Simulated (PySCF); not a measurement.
C6H7F.
Bonds: F1–C2, C2–C3 (double), C3–C4, C4–C5, C5–C6 (double), C6–C7, C2–C7. Hydrogens: H8 on C3; H9, H10 on C4; H11 on C5; H12 on C6; H13, H14 on C7.

NICS = −σ at a ghost point: NICS(0) at the centroid of the ring atoms, NICS(1) 1 Å to either side along the normal of their mean plane, zz for the tensor component along that normal. Level: GIAO PBE0/pcSseg-1 (PySCF, non-relativistic, gas phase) on the GFN2-xTB geometry, one conformer.

Ring bond lengths (Å), with Mayer bond orders in brackets: C2–C3 1.319 (1.89), C3–C4 1.495 (1.03), C4–C5 1.497 (1.06), C5–C6 1.321 (1.94), C6–C7 1.497 (1.03), C7–C2 1.491 (1.06).

Task: Give the NICS values of each ring in ppm.

Result: 
```
             ring                                                    type  NICS(0)  NICS(1), two faces  NICS(1)zz, two faces  rms pucker (Å)  centre to ring atoms, mean (Å)
C2–C3–C4–C5–C6–C7  6-membered carbocycle; formal bonds 2 double, 4 single      0.0         -1.3 / -1.3             1.9 / 1.9            0.00                            1.43
```

Task: What can be read from them?

Result: 
- C2–C3–C4–C5–C6–C7: mean NICS(1)zz 1.9 ppm, near zero. C4, C7 have four or more neighbours, and the NICS criterion for π rings isn't applied.

Task: At the first NICS(1) probe listed for ring C2–C3–C4–C5–C6–C7, 1 Å off the ring, what do the in-plane components average?

Result: The isotropic value is a third of the trace: (3 × -1.3 − (1.9))/2 = -2.9 ppm.

Task: List the ring angles and the Hirshfeld charges of the ring atoms.

Result: 
- C2–C3–C4–C5–C6–C7: C2 126.4° (+0.083 e), C3 122.0° (-0.081 e), C4 112.6° (-0.066 e), C5 124.2° (-0.048 e), C6 123.9° (-0.049 e), C7 110.9° (-0.076 e); sum 720.0° against 720° for a flat convex ring.

Task: What are the shieldings of the ring atoms and their hydrogens in the same run (means over atoms taken as equivalent)?

Result: 
```
   atoms         environment  σ isotropic (ppm)  principal values of the symmetric part, first atom (ppm)
      C2  vinylic C–F carbon               19.2                                         -79.3, 67.8, 69.0
      C3    alkene CH carbon               80.7                                        -14.5, 98.7, 157.9
      C4      allylic carbon              155.6                                       140.1, 160.1, 166.4
      C5    alkene CH carbon               55.2                                        -59.1, 60.0, 164.6
      C6    alkene CH carbon               57.0                                        -54.4, 69.5, 156.0
      C7      allylic carbon              156.0                                       142.5, 159.1, 166.3
      H8    vinylic hydrogen              26.28                                          23.7, 26.2, 29.0
 H9 (×2)  methylene hydrogen              28.64                                          24.5, 26.8, 34.6
     H11    vinylic hydrogen              25.78                                          23.9, 25.7, 27.7
     H12    vinylic hydrogen              25.81                                          23.6, 25.9, 27.9
H13 (×2)  methylene hydrogen              28.70                                          25.0, 27.1, 34.0
```

Time: 12 s of wall time; peak memory 0.84 GiB. Hardware: one thread of an Intel Xeon 6975P-C, shared host with 192 logical CPUs at a one-minute load of 77. This is the whole shielding run at PBE0/pcSseg-1, SCF included.
